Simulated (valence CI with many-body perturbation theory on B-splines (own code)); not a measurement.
Assign the levels of Cr III

Computed by configuration interaction combined with many-body perturbation theory (CI+MBPT): four valence electrons over a frozen Dirac-Fock core [Ar], radial functions for each j: 9 s, 9 p, 10 d, 8 f, 5 g, 3 h, 1 i, with the one-electron correlation potential Σ1 (screened to all orders), the two-electron term Σ2, the three-electron term Σ3, Breit, model QED; selected single and double excitations, second order for the rest, scaled by the run's own slope (own B-spline code, finite nucleus).

Set against measurement, 62 paired levels are off by 1343 cm⁻¹ on average, the worst by 3236. Among the levels kept, up to 480 cm⁻¹ of a level comes from second order outside the variational space, and about a tenth of that is noise between levels of different J, which matters for small intervals. Only levels of the ground parity were solved; by the run's estimate the other parity begins above the list, which can be wrong where configurations are misplaced.

| No. | J | Parity | E (cm⁻¹) | g |
| --- | --- | --- | --- | --- |
| 2 | 1 | even | 64.5 | 1.501 |
| 3 | 2 | even | 184 | 1.501 |
| 4 | 3 | even | 355 | 1.501 |
| 5 | 4 | even | 571 | 1.501 |
| 6 | 4 | even | 16612 | 0.801 |
| 7 | 5 | even | 16733 | 1.034 |
| 8 | 6 | even | 16864 | 1.166 |
| 10 | 1 | even | 17496 | 1.500 |
| 11 | 2 | even | 18166 | 1.500 |
| 12 | 2 | even | 18426 | 0.666 |
| 13 | 3 | even | 18478 | 1.076 |
| 14 | 4 | even | 18546 | 1.244 |
| 15 | 3 | even | 20354 | 0.756 |
| 16 | 4 | even | 20500 | 1.053 |

Energies count from the lowest level. Strongly mixed levels and levels close to another of their J and parity, and those with J = 0 are left out, so the numbers can have gaps.

(1) Give configuration and LS term of each level.

Answers

(1) 2: 3d⁴ ⁵D; 3: 3d⁴ ⁵D; 4: 3d⁴ ⁵D; 5: 3d⁴ ⁵D; 6: 3d⁴ ³H; 7: 3d⁴ ³H; 8: 3d⁴ ³H; 10: 3d⁴ ³P; 11: 3d⁴ ³P; 12: 3d⁴ ³F; 13: 3d⁴ ³F; 14: 3d⁴ ³F; 15: 3d⁴ ³G; 16: 3d⁴ ³G.
